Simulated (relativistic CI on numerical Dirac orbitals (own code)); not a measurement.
# Fe⁺ in a cubic cluster: 2p photoemission with charge transfer

Computed with a charge-transfer multiplet model of a cubic metal-ligand cluster with up to 3 ligand holes, Slater and spin-orbit integrals from Dirac-Coulomb-Breit ions, Slater integrals scaled by 0.8. The ground state mixes d7 with configurations of k ligand holes L, whose averages lie at kΔ + k(k − 1)U_dd/2; a core hole lowers each added d electron by U_cd. 300 K, Lorentzian 0.6 eV and Gaussian 0.8 eV FWHM.

Atomic integrals in eV (Slater integrals scaled, ζ unscaled), ground: F2dd 7.751, F4dd 4.773, zeta_d 0.042; with the core hole: F2dd 9.374, F4dd 5.826, zeta_d 0.067, zeta_core 8.135, F2cd 5.460, G1cd 4.059, G3cd 2.306.

Cluster parameters (eV): Δ = 6.1, U_cd = 8.9, 10Dq = 0.5, 10Dq(ligand) = 0.3, V(eg) = 2.35, V(t2g) = -1.08, final-state hopping factor = 1.

| Case | n_d | d7 | d8L | d9L2 | d10L3 | S |
| --- | --- | --- | --- | --- | --- | --- |
| U_dd = 5.8 eV | 7.16 | 0.85 | 0.15 | 0.00 | 0.00 | 1.50 |
| U_dd = 7.2 eV | 7.15 | 0.85 | 0.15 | 0.00 | 0.00 | 1.50 |
| U_dd = 7.9 eV | 7.15 | 0.85 | 0.15 | 0.00 | 0.00 | 1.50 |
| U_dd = 8.6 eV | 7.15 | 0.85 | 0.15 | 0.00 | 0.00 | 1.50 |
| U_dd = 9.3 eV | 7.15 | 0.85 | 0.15 | 0.00 | 0.00 | 1.50 |

Weights, n_d and S are thermal averages at 300 K. Binding energies count from the first peak over 30 % of the highest in each spectrum, which can be another peak from case to case. The parameters are a model scan and need not match a compound or its usual spin state. Peaks in eV (height, largest 100):
- U_dd = 5.8 eV: 0.0 (100), 6.3 (52), 13.4 (63), 19.7 (35)
- U_dd = 7.2 eV: 0.0 (100), 6.6 (45), 13.5 (62), 20.1 (32)
- U_dd = 7.9 eV: 0.0 (100), 6.6 (42), 13.5 (62), 20.2 (31)
- U_dd = 8.6 eV: 0.0 (100), 6.7 (40), 13.6 (62), 20.3 (30)
- U_dd = 9.3 eV: 0.0 (100), 6.7 (38), 13.5 (62), 20.3 (29)

Curve for U_dd = 5.8 eV (points under 2 left out, the grid thinned):

| E (eV) | Intensity |
| --- | --- |
| -3.6 | 2.0 |
| -2.9 | 3.0 |
| -2.3 | 4.8 |
| -1.6 | 10.6 |
| -0.9 | 40.5 |
| -0.3 | 92.9 |
| 0.4 | 89.1 |
| 1.0 | 65.3 |
| 1.7 | 49.8 |
| 2.4 | 35.4 |
| 3.0 | 28.9 |
| 3.7 | 21.9 |
| 4.4 | 18.0 |
| 5.0 | 19.9 |
| 5.7 | 38.3 |
| 6.4 | 52.0 |
| 7.0 | 42.6 |
| 7.7 | 31.0 |
| 8.3 | 24.1 |
| 9.0 | 19.7 |
| 9.7 | 17.9 |
| 10.3 | 13.1 |
| 11.0 | 10.4 |
| 11.7 | 12.1 |
| 12.3 | 23.6 |
| 13.0 | 55.6 |
| 13.7 | 57.6 |
| 14.3 | 38.3 |
| 15.0 | 21.4 |
| 15.6 | 13.4 |
| 16.3 | 7.8 |
| 17.0 | 5.5 |
| 17.6 | 5.3 |
| 18.3 | 8.7 |
| 19.0 | 22.1 |
| 19.6 | 34.2 |
| 20.3 | 28.1 |
| 21.0 | 15.0 |
| 21.6 | 8.4 |
| 22.3 | 4.3 |
| 22.9 | 3.0 |
| 23.6 | 3.3 |
| 24.3 | 4.1 |
| 24.9 | 3.3 |
| 25.6 | 2.2 |

For the case U_dd = 7.2 eV, Δ = 6.1 eV is smaller than U_dd = 7.2 eV, the charge-transfer side of the Zaanen-Sawatzky-Allen scheme. With the core hole the average of the configuration with one ligand hole lies at Δ − U_cd = -2.8 eV before mixing: the effective hopping of about 3.3 eV (from the holes of the mixed ground state) is comparable with this gap or larger, so the configurations mix strongly.
